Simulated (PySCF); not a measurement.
HFSi, triplet, geometry from GFN2-xTB (the spin is typed, not shown lowest); DF-R2SCAN/aug-cc-pVDZ (PySCF).

Input for PySCF:
```python
from pyscf import gto, scf, dft

mol = gto.M(
    atom='''
Si   -0.275018   -0.362122    0.390210
H    -0.980901   -1.291621   -0.454986
F     0.536794    0.706814   -0.556439
''',
    basis='aug-cc-pvdz',
    charge=0,
    spin=2,
    verbose=4,
)

mf = dft.UKS(mol)
mf.xc = 'r2scan'
mf = mf.density_fit(auxbasis='def2-universal-jkfit')
mf.kernel()
```

It wrote (shortened):

```
PySCF version 2.14.0

[INPUT] verbose = 4
[INPUT] num. atoms = 3
[INPUT] num. electrons = 24
[INPUT] charge = 0
[INPUT] spin (= nelec alpha-beta = 2S) = 2
[INPUT] symmetry False subgroup None
[INPUT] Mole.unit = angstrom
[INPUT] Symbol           X                Y                Z      unit          X                Y                Z       unit  Magmom
[INPUT]  1 Si    -0.275018000000  -0.362122000000   0.390210000000 AA   -0.519708699326  -0.684311403680   0.737390031067 Bohr   0.0
[INPUT]  2 H     -0.980901000000  -1.291621000000  -0.454986000000 AA   -1.853634245312  -2.440809946737  -0.859798930511 Bohr   0.0
[INPUT]  3 F      0.536794000000   0.706814000000  -0.556439000000 AA    1.014393645310   1.335684881008  -1.051517315027 Bohr   0.0

nuclear repulsion = 47.6318201099223
number of shells = 21
number of NR pGTOs = 96
number of NR cGTOs = 59
basis = aug-cc-pvdz
ecp = {}

******** <class 'pyscf.df.df_jk.DFUKS'> ********
method = DFUKS
initial guess = minao
damping factor = 0
level_shift factor = 0
DIIS = <class 'pyscf.scf.diis.CDIIS'>
diis_start_cycle = 1
diis_space = 8
diis_damp = 0
SCF conv_tol = 1e-09
SCF conv_tol_grad = None
SCF max_cycles = 50
direct_scf = False
number electrons alpha = 13  beta = 11
XC library pyscf.dft.libxc version 7.1.2
    S. Lehtola, C. Steigemann, M. J. T. Oliveira, and M. A. L. Marques,  SoftwareX 7, 1–5 (2018)
XC functionals = r2scan
    J. W. Furness, A. D. Kaplan, J. Ning, J. P. Perdew, and J. Sun,  J. Phys. Chem. Lett. 11, 8208–8215 (2020)
    J. W. Furness, A. D. Kaplan, J. Ning, J. P. Perdew, and J. Sun,  J. Phys. Chem. Lett. 11, 9248–9248 (2020)
    J. W. Furness, A. D. Kaplan, J. Ning, J. P. Perdew, and J. Sun,  J. Phys. Chem. Lett. 11, 8208–8215 (2020)
    J. W. Furness, A. D. Kaplan, J. Ning, J. P. Perdew, and J. Sun,  J. Phys. Chem. Lett. 11, 9248–9248 (2020)
radial grids:
    Treutler-Ahlrichs [JCP 102, 346 (1995); DOI:10.1063/1.469408] (M4) radial grids

becke partition: Becke, JCP 88, 2547 (1988); DOI:10.1063/1.454033
pruning grids: <function nwchem_prune>
grids dens level: 3
symmetrized grids: False
atomic radii adjust function: <function treutler_atomic_radii_adjust>
small_rho_cutoff = 0
Set gradient conv threshold to 3.16228e-05
tot grids = 43256
init E= -389.854033774871

cycle= 1 E= -389.763166386432  delta_E= 0.0909  |g|= 0.363  |ddm|= 1.17

cycle= 2 E= -389.445338556738  delta_E= 0.318  |g|= 0.993  |ddm|= 0.909

cycle= 3 E= -389.815269063397  delta_E= -0.37  |g|= 0.0289  |ddm|= 0.646
cycle= 4 E= -389.815767864134  delta_E= -0.000499  |g|= 0.0172  |ddm|= 0.0902
cycle= 5 E= -389.816012667741  delta_E= -0.000245  |g|= 0.00225  |ddm|= 0.0302
cycle= 6 E= -389.816018231173  delta_E= -5.56e-06  |g|= 0.00084  |ddm|= 0.00451
cycle= 7 E= -389.816018847048  delta_E= -6.16e-07  |g|= 0.000205  |ddm|= 0.00141
cycle= 8 E= -389.816018895612  delta_E= -4.86e-08  |g|= 6.87e-05  |ddm|= 0.000467
cycle= 9 E= -389.816018900472  delta_E= -4.86e-09  |g|= 1.49e-05  |ddm|= 0.000156
cycle= 10 E= -389.816018900642  delta_E= -1.7e-10  |g|= 2.8e-06  |ddm|= 2.67e-05
Extra cycle  E= -389.816018900645  delta_E= -3.58e-12  |g|= 2.94e-06  |ddm|= 9.15e-06
converged SCF energy = -389.816018900645  <S^2> = 2.0034096  2S+1 = 3.0022722
```
